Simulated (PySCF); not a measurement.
Species: C₁₁H₈OS.
Atom-mapped SMILES: `[O:1]=[C:2]([c:3]1[cH:4][cH:5][cH:6][cH:7][cH:8]1)[c:9]1[cH:10][cH:11][cH:12][s:13]1`

Cartesian coordinates in Å at the PBE0-D3(BJ)/def2-SVP level; atoms count from 1:
```
atom  x, y, z in Å
O1     0.3698   -2.0192    1.2452
C2     0.3433   -0.9585    0.6508
C3    -0.9349   -0.4586    0.0576
C4    -1.2526    0.9003   -0.0584
C5    -2.4832    1.2898   -0.5839
C6    -3.4005    0.3286   -1.0031
C7    -3.0959   -1.0283   -0.8769
C8    -1.8758   -1.4187   -0.3383
C9     1.5964   -0.1876    0.4946
C10    2.7588   -0.4733    1.1816
C11    3.8465    0.3449    0.7998
C12    3.5027    1.2352   -0.1903
S13    1.8628    1.0884   -0.6482
H14   -0.5526    1.6616    0.2911
H15   -2.7282    2.3517   -0.6601
H16   -4.3615    0.6367   -1.4222
H17   -3.8178   -1.7835   -1.1964
H18   -1.6233   -2.4731   -0.2096
H19    2.7894   -1.2660    1.9296
H20    4.8472    0.2812    1.2287
H21    4.1396    1.9737   -0.6768
```

NICS is the negative of the GIAO shielding at a point without a nucleus: at the ring centre (0) and 1 Å above and below it (1); zz is the component along the ring normal. Level: GIAO HF/pcSseg-1 (PySCF, non-relativistic, gas phase) on the PBE0-D3(BJ)/def2-SVP geometry, one conformer.

Rings: 1. C3–C4–C5–C6–C7–C8; 2. C9–C10–C11–C12–S13.

```tsv
set	NICS(0)	NICS(1), two faces	NICS(1)zz, two faces
P	-10.0	-12.6 / -12.2	-31.1 / -29.8
Q	-12.8	-11.9 / -11.5	-27.2 / -26.3
```

**Question.** Which set (ppm) belongs to which ring?

**Answer.** P = 1, Q = 2.
- 1 (6-membered carbocycle; formal bonds all aromatic): mean NICS(1)zz -30.5 ppm, shielded. The ring is flat and has no four-coordinate atom; by the NICS criterion it is aromatic.
- 2 (5-membered ring with S; formal bonds all aromatic): mean NICS(1)zz -26.8 ppm, shielded. The ring is flat and has no four-coordinate atom; by the NICS criterion it is aromatic.

**Question.** How do the rings differ in shape?

**Answer.** 
```json
{"ring": "1", "bond lengths (Å)": "1.400, 1.394, 1.393, 1.396, 1.390, 1.401", "rms pucker (Å)": "0.01", "HOMA": "0.98", "nearest outside atom to a NICS(1) probe (Å)": "hydrogen 2.66"}
{"ring": "2", "bond lengths (Å)": "1.380, 1.414, 1.375, 1.709, 1.734", "rms pucker (Å)": "0.00", "HOMA": "0.87", "nearest outside atom to a NICS(1) probe (Å)": "hydrogen 2.51"}
```

HOMA = 1 − mean of α(R − Ropt)² over the ring bonds, with Krygowski's 1993 parameters (CC: Ropt 1.388 Å, α 257.7 Å⁻²; CS: Ropt 1.677 Å, α 94.09 Å⁻²).
